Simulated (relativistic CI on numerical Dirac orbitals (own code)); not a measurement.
**How well does a small relativistic CI reproduce Ne+?**

Calculated at this level of theory: Dirac-Coulomb-Breit CI, KLI orbitals optimised for each configuration, QED by a radiative potential, valence Slater integrals scaled by 0.85, P86 correlation energy added to each configuration (own radial code, finite nucleus).

Configurations in the expansion (outside the closed core 1s2): 2s²2p⁵, 2s2p⁶, 2s²2p⁴3s, 2s²2p⁴3p, 2s²2p⁴3d, 2s²2p⁴4s, 2s²2p⁴4p, 2s²2p⁴4d, 2s²2p⁴4f, 2s²2p³3s², 2s²2p³3s3p. Levels of other configurations are missing.

```
Configuration  Term (tabulated)    J  Measured (cm⁻¹)  Computed  Error  Purity (%)
       2s²2p⁵               2P°  3/2              0.0         0      0         100
       2s²2p⁵               2P°  1/2            780.3       764    -17         100
        2s2p⁶              2S †  1/2         217047.6    237669  20621          95
     2s²2p⁴3s                4P  5/2         219130.8    216804  -2327         100
     2s²2p⁴3s                4P  3/2         219648.4    217315  -2333         100
     2s²2p⁴3s                4P  1/2         219947.5    217612  -2335         100
     2s²2p⁴3s                2P  3/2         224087.0    221230  -2857          99
     2s²2p⁴3s                2P  1/2         224699.3    221834  -2865         100
     2s²2p⁴3p               4P°  5/2         246192.5    244225  -1967          99
     2s²2p⁴3s                2D  5/2         246394.1    241850  -4544         100
     2s²2p⁴3s                2D  3/2         246397.5    241853  -4544         100
     2s²2p⁴3p               4P°  3/2         246415.0    244445  -1970          98
     2s²2p⁴3p               4P°  1/2         246597.7    244633  -1964          99
     2s²2p⁴3p               4D°  7/2         249108.6    246137  -2971         100
     2s²2p⁴3p               4D°  5/2         249446.0    246478  -2968          96
     2s²2p⁴3p               4D°  3/2         249695.5    246728  -2968          98
     2s²2p⁴3p               4D°  1/2         249839.6    246869  -2970         100
     2s²2p⁴3p               2P°  3/2         254165.0    251915  -2250          98
     2s²2p⁴3p               2P°  1/2         254292.2    252005  -2288          97
     2s²2p⁴3p               2P°  3/2         276276.8    272708  -3569          90
     2s²2p⁴3p               2P°  1/2         276511.8    272942  -3570          91
     2s²2p⁴3s                2S  1/2         276677.1    276894    217          91
     2s²2p⁴3d                4D  5/2         279218.7    275775  -3443          93
     2s²2p⁴3d                2P  3/2         281720.3    278194  -3526          84
     2s²2p⁴4s                2P  3/2         283322.3    280645  -2677          94
```

Measured levels from NIST Handbook of Basic Atomic Spectroscopic Data (Sansonetti and Martin, J. Phys. Chem. Ref. Data 34, 1559 (2005)); pairs were made by configuration, J and term (by order where the table uses no LS term), so strongly mixed levels may be paired wrongly.

Mean error by configuration (cm⁻¹): 2s²2p⁵ -17; 2s²2p⁴3s -2699; 2s²2p⁴3p -2678; 2s²2p⁴3d -3485; 2s²2p⁴4s -2677. Over the excited levels the mean absolute error is 2658 cm⁻¹ (24 of the 27 excited levels that our extract of the source holds in range could be paired, and the others can miss by more), and the median relative error of those above 1,000 cm⁻¹ is 1.2 %. † marks terms whose computed intervals miss the measured ones by more than a factor of 2.5, or configurations far off the rest, from wrong mixing, a near crossing or a doubtful label or measurement; they are left out of the means.

Transition probabilities of persistent lines. The last column rescales the computed rate by the cube of measured over computed energy:

| λ measured (Å) | Lower | Upper | A tabulated (s⁻¹) | A computed | A rescaled |
| --- | --- | --- | --- | --- | --- |
| 352.95 vacuum | 2s²2p⁵ ²P°3/2 | 2s²2p⁴4s ²P3/2 | 6.69e+08 | 9.81e+08 | 1.01e+09 |
| 354.96 vacuum | 2s²2p⁵ ²P°3/2 | 2s²2p⁴3d ²P3/2 | 1.73e+09 | 1.06e+09 | 1.10e+09 |
| 445.04 vacuum | 2s²2p⁵ ²P°3/2 | 2s²2p⁴3s ²P1/2 | 1.31e+09 | 1.33e+09 | 1.39e+09 |
| 446.26 vacuum | 2s²2p⁵ ²P°3/2 | 2s²2p⁴3s ²P3/2 | 3.26e+09 | 3.25e+09 | 3.37e+09 |
| 446.59 vacuum | 2s²2p⁵ ²P°1/2 | 2s²2p⁴3s ²P1/2 | 2.60e+09 | 2.54e+09 | 2.64e+09 |
| 460.73 vacuum | 2s²2p⁵ ²P°3/2 | 2s2p⁶ ²S1/2 | 5.39e+09 | 1.20e+10 | 9.11e+09 |
| 462.39 vacuum | 2s²2p⁵ ²P°1/2 | 2s2p⁶ ²S1/2 | 2.66e+09 | 5.97e+09 | 4.54e+09 |
| 1916.08 vacuum | 2s²2p⁴3s ²P3/2 | 2s²2p⁴3p ²P°3/2 | 6.90e+07 | 7.19e+07 | 7.49e+07 |
| 3027.02 air | 2s²2p⁴3p ⁴P°5/2 | 2s²2p⁴3d ⁴D5/2 | 1.40e+08 | 1.33e+08 | 1.53e+08 |
| 3323.74 air | 2s²2p⁴3s ²P3/2 | 2s²2p⁴3p ²P°3/2 | 1.60e+08 | 1.64e+08 | 1.54e+08 |
| 3766.26 air | 2s²2p⁴3s ⁴P3/2 | 2s²2p⁴3p ⁴P°5/2 | 2.90e+07 | 3.07e+07 | 2.95e+07 |
| 3777.13 air | 2s²2p⁴3s ⁴P1/2 | 2s²2p⁴3p ⁴P°3/2 | 4.20e+07 | 4.54e+07 | 4.35e+07 |
